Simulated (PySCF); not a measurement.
GaH2Br, SMILES [GaH2][Br]. Atoms are numbered in the order given.

```xyz
4

Ga     0.0000     0.0000     1.1710
H      0.0000     1.4086     1.8357
H      0.0000    -1.4086     1.8357
Br     0.0000     0.0000    -1.1421
```

Geometry: B3LYP-D3(BJ)/def2-TZVP.

These are TDA-M06-2X/def2-TZVPD (PySCF) values and carry that method's errors.

Vertical excitations. Gas-phase values at a fixed geometry. State labels are in the subgroup C2v.

### Question
Give excitation energies, oscillator strengths and character. (Estimate from the structure and the level; the computed values follow.)

### Answer

```tsv
state	symmetry	energy (eV)	λ (nm)	f	main pairs
S1	A2	4.86	255	0.000	HOMO→LUMO 97 %
S2	A1	5.96	208	0.052	HOMO−1→LUMO 93 %
S3	B1	6.11	203	0.006	HOMO−2→LUMO 98 %
S4	A2	6.25	198	0.000	HOMO−3→LUMO 97 %
S5	B2	6.64	187	0.057	HOMO→LUMO+1 81 %
S6	B1	7.05	176	0.049	HOMO−1→LUMO+1 82 %
S7	B2	7.46	166	0.002	HOMO→LUMO+2 77 %
S8	B2	7.95	156	0.003	HOMO→LUMO+3 72 %
S9	B1	8.01	155	0.068	HOMO−1→LUMO+2 67 %, HOMO−1→LUMO+3 17 %, HOMO−1→LUMO+1 11 %
S10	A1	8.22	151	0.415	HOMO→LUMO+4 48 %, HOMO−2→LUMO+1 36 %
T1	A2	4.64	267	0	HOMO→LUMO 90 %
T2	A1	5.27	235	0	HOMO−1→LUMO 97 %
T3	B1	5.73	216	0	HOMO−2→LUMO 96 %
T4	A2	5.86	211	0	HOMO−3→LUMO 89 %
```
Triplets are in the Tamm–Dancoff approximation.
